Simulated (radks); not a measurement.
Ionisation ladder of nitrogen, from N I to N VII. Each ion is in the ground configuration listed by NIST, and IE = E(next ion) - E(this ion), with E = 0 for the bare nucleus. Method: scalar-relativistic Kohn-Sham, BLYP, spin-polarised, spherical densities, point nucleus; open shells are filled with parallel spins first; computed with a radial shooting solver on a logarithmic mesh with Libxc functionals.

species,configuration,"IE, Delta-SCF (eV)",<r> HOMO (bohr),"IE, NIST (eV)",kind,error (eV)
N I,[He] 2s2 2p3,14.729,1.43,14.534,exp.,+0.194
N II,[He] 2s2 2p2,30.035,1.25,29.601,semi-emp.,+0.433
N III,[He] 2s2 2p1,47.755,1.13,47.445,semi-emp.,+0.310
N IV,[He] 2s2,76.467,1.11,77.474,exp.,-1.007
N V,[He] 2s1,98.715,1.04,97.890,exp.,+0.825
N VI,[He],552.12,0.227,552.07,theory,+0.1
N VII,1s1,666.61,0.215,667.05,theory,-0.4

Reference values: NIST Atomic Spectra Database (exp. = measured, semi-emp. = semi-empirical, theory = theoretical value adopted there). The ionisation energy per charge of the ion left behind rises most, in proportion, at N VI ([He]), from 19.743 to 92.020 eV. Against the entries that are not theoretical the mean signed error is +0.6 % and the largest +1.5 %. Open shells are spherical and high-spin; term and fine-structure splittings are not resolved.
